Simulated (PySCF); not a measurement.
# Two-dimensional NMR puzzle

Compound of formula C3H12N2OSi. Correlations simulated from computed shifts and the bond graph:

HSQC (one-bond C–H):
| δH | δC |
| --- | --- |
| 3.83 | 65.6 |
| 1.53 | 30.1 |
| 1.14 | 13.0 |

COSY cross peaks (H two or three bonds apart, from the bond graph; peaks can be absent where the dihedral angle is near 90°):
| δH | δH |
| --- | --- |
| 3.83 | 1.53 |
| 1.53 | 1.14 |

HMBC (two and three bonds, from the bond graph):
| δH | δC |
| --- | --- |
| 5.22 | 65.6 |
| 3.83 | 30.1, 13.0 |
| 1.53 | 65.6, 13.0 |
| 1.14 | 65.6, 30.1 |

PySCF calculation with PBE0/pcSseg-1 with gauge-including orbitals and geometry: GFN2-xTB; relativity neglected, no solvent model, averaged over atoms made equivalent by symmetry, fast rotation or ring inversion, single conformer.

Scale: TMS for 1H, 13C (reference shieldings calculated alike).

Exchangeable hydrogens are left out of these lists.

Question: Work out the connectivity.

Answer: SMILES C(C)CO[SiH](N)N.

Atoms are numbered as in `[CH3:1][CH2:2][CH2:3][O:4][SiH:5]([NH2:6])[NH2:7]`. Each H is labelled by its parent atom.

1. δC 65.6 is C3, an sp3 CH2 bonded to O (δH 3.83).
2. δC 30.1 is C2, an sp3 CH2 (δH 1.53).
3. δC 13.0 is C1, a methyl carbon (δH 1.14).
4. COSY links 3.83–1.53, 1.53–1.14.

The data come from this structure; uniqueness wasn't tested.

OH/NH shifts are gas-phase values; hydrogen bonding in solution moves them, usually downfield. Shifts are as computed. Against solution values, carbons near 30 ppm lie about +3 ppm off and those near 130 ppm about +5 ppm. Of 1211 compounds with measured shifts, 218 miss one by over three times the rms of a fit or turn the order of signals round; such compounds aren't used in these exercises.
